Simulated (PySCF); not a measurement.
A GIAO shielding run with PySCF (density fitting, non-relativistic, gas phase) on SMILES C1=CC(N)=CC=C1/C=N/[H], C7H8N2:

```
$ OMP_NUM_THREADS=1 python probes_run.py task.json out

{"job": {"kind": "nmr", "xc": "PBE0", "basis": "pcSseg-1"}, "charge": 0, "multiplicity": 1}
N      3.258156    -0.533666     0.720161
C      2.522586    -0.335701    -0.288488
C      1.092364    -0.133593    -0.156213
C      0.478149    -0.159072     1.099071
C     -0.876678     0.033541     1.223042
C     -1.669635     0.260875     0.092235
N     -3.012421     0.514814     0.220483
C     -1.057001     0.289135    -1.164254
C      0.300752     0.094704    -1.282719
H      4.246395    -0.660108     0.515993
H      2.892938    -0.299070    -1.325365
H      1.098773    -0.338387     1.962520
H     -1.344569     0.013953     2.197315
H     -3.454516     0.250842     1.084897
H     -3.580918     0.428191    -0.604905
H     -1.662133     0.466814    -2.042550
H      0.760758     0.118757    -2.261132
```

Hardware: 1 thread of an Arm Neoverse V1, shared host. The job also computes population analyses, field gradients, ring-centre shieldings.

(1) How large is the calculation?

(2) How long does it take, and how much memory does it need?

Results:

(1) 64 electrons, 193 basis functions and 985 auxiliary functions.

(2) 41 s of wall time, with 14 SCF cycles and 5 response iterations; peak memory 0.89 GiB. Times on a shared host scatter by some tens of per cent.
